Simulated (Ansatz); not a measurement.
## Ligand exchange: how K changes with temperature for GeH4 + HI ⇌ GeH3I + H2

Species: GeH4 (germane) `[GeH4]`, singlet; HI (hydrogen iodide), singlet; GeH3I `[GeH3][I]`, singlet; H2 (hydrogen), singlet. The partners trade H for I: Ge–H and H–I bonds give way to Ge–I and H–H.

The electronic reaction energy at CCSD(T)/def2-TZVPP is -55.3 kJ/mol. Shapes: PBE0-D4/def2-TZVP. Programs: Ansatz 0.2.0. Enthalpy and entropy come from rigid-rotor, harmonic-oscillator sums on unscaled PBE0-D4/def2-TZVP wavenumbers, ideal gases at 1 bar. Symmetry numbers: GeH4 12, HI 1, GeH3I 3, H2 2. R = 8.3145 J/(mol K).

| T (K) | ΔH (kJ/mol) | ΔS (J/(mol K)) |
| --- | --- | --- |
| 800 | -51.6 | +0.4 |
| 1100 | -50.6 | +1.5 |
| 1400 | ? | ? |

Question: Work out ln K at 800 and 1100 K, and from these estimate it at 1400 K.

Answer: 
1. 800 K: ΔG = -51.6 − 800 × (+0.4)/1000 = -51.9 kJ/mol; ln K = −ΔG/RT = +7.80.
2. 1100 K: ΔG = -50.6 − 1100 × (+1.5)/1000 = -52.2 kJ/mol; ln K = −ΔG/RT = +5.71.
3. Slope against 1000/T: (+5.71 − (+7.80))/(0.9091 − 1.2500) = +6.13, that is −ΔH/R with ΔH near -51 kJ/mol.
4. 1400 K: ln K = +7.80 + (+6.13) × (0.7143 − 1.2500) = +4.52.

The full sums give ΔH = -50.4 kJ/mol, ΔS = +1.7 J/(mol K), ΔG = -52.8 kJ/mol and ln K = +4.54 at 1400 K, so the line is off by -0.02 in ln K; without rounding the miss is -0.01, from the change of ΔH with temperature. The products are favoured over this whole range. An error of 10 kJ/mol in the energy moves ln K by 0.9 at 1400 K. Soft modes are treated as harmonic, which can err either way at these temperatures; the lowest are those of GeH3I (253 cm⁻¹). For atoms past krypton def2 sets carry core potentials with scalar relativity. Relativity is left out for Ge. Outer-core shells of Ge, I are correlated, in sets that cover them unevenly.
